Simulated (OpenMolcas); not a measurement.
**Lines of O: computed and rescaled rates**

```yaml
Program: OpenMolcas
Method: "SS-CASPT2, IPEA 0.25 Eh, imaginary shift 0.1 Eh (closed shells correlated: 1s 2s)"
Basis: ANO-RCC-VQZP [5s4p3d2f1g]
Scalar_Hamiltonian: DKH2, point nucleus
Active_space: 4 electrons in 3 orbitals (2p)
State_averaging: 2S+1 = 3 even, 3 roots; 2S+1 = 1 even, 6 roots
Spin-orbit_coupling: RASSI with atomic mean-field integrals over the reference wave functions, term energies averaged over their components
```

Rates come from the transition moments of the reference wave functions (E1 and E2 in the length form). At fixed line strength A goes as λ^-3 for E1 and M1 and as λ^-5 for E2, so a rate at the computed wavelength can be rescaled to the measured one. Measured vacuum wavelengths follow from level energies in NIST Handbook of Basic Atomic Spectroscopic Data. Branching counts decays inside the model space alone, at computed energies, and the table is only a selection of the E2 and M1 lines, drawn from those between levels with measured partners whose computed energy lies within a factor of 1.5 of the measured one.

```json
{"Upper": "2s2 2p4 3P0", "Lower": "2s2 2p4 3P1", "Type": "M1", "λ computed (nm)": "135900", "λ measured (nm)": "145500", "A computed (s-1)": "2.16e-05", "A rescaled (s-1)": "1.76e-05", "Branching %": "100.0"}
{"Upper": "2s2 2p4 3P1", "Lower": "2s2 2p4 3P2", "Type": "M1", "λ computed (nm)": "66460", "λ measured (nm)": "63190", "A computed (s-1)": "7.69e-05", "A rescaled (s-1)": "8.95e-05", "Branching %": "100.0"}
{"Upper": "2s2 2p4 1D2", "Lower": "2s2 2p4 3P1", "Type": "M1", "λ computed (nm)": "653.6", "λ measured (nm)": "636.6", "A computed (s-1)": "2.25e-03", "A rescaled (s-1)": "", "Branching %": "24.4"}
{"Upper": "2s2 2p4 1D2", "Lower": "2s2 2p4 3P2", "Type": "M1", "λ computed (nm)": "647.2", "λ measured (nm)": "630.2", "A computed (s-1)": "6.95e-03", "A rescaled (s-1)": "", "Branching %": "75.3"}
{"Upper": "2s2 2p4 1S0", "Lower": "2s2 2p4 1D2", "Type": "E2", "λ computed (nm)": "509.2", "λ measured (nm)": "557.9", "A computed (s-1)": "2.19e+00", "A rescaled (s-1)": "1.39e+00", "Branching %": "96.3"}
{"Upper": "2s2 2p4 1S0", "Lower": "2s2 2p4 3P1", "Type": "M1", "λ computed (nm)": "286.2", "λ measured (nm)": "297.3", "A computed (s-1)": "8.42e-02", "A rescaled (s-1)": "", "Branching %": "3.7"}
```

Spin-changing lines and M1 lines between different terms are not rescaled, since their strength hangs on the term gaps too.

The largest correction is for 2s2 2p4 1S0 → 2s2 2p4 1D2 (E2): 2.19e+00 × (509.2 / 557.9)^5 = 1.39e+00 s-1, a factor of 0.63.

The computed rate and branching of 2s2 2p4 3P1 → 2s2 2p4 3P2 give the upper level a radiative lifetime of 1.000 / 7.69e-05 s-1 = 1.30e+04 s, counting decays inside the model space alone. The rescaled rate gives about 1.1e+04 s.

No measured rate stands beside these. Rescaling mends the energy factor alone: line strengths can still be far off where a level mixes with configurations outside the active space, and weak or spin-changing lines hang on small mixing coefficients that depend on the term gaps too, so rescaling need not improve them.

CASPT2 does not keep the components of a term degenerate, so their means are used; among the terms shown or strongly mixed into the levels shown the widest spread is 110 cm-1 (2s2 2p4 1D). With the s shell closed, the reference lacks s² → p² mixing. Computed and measured levels are paired by configuration, term and J; levels that our copy of the source lacks, or whose pairing is in doubt (as where it misses far off the trend of its configuration), stay unpaired. Only configurations of the active space appear.
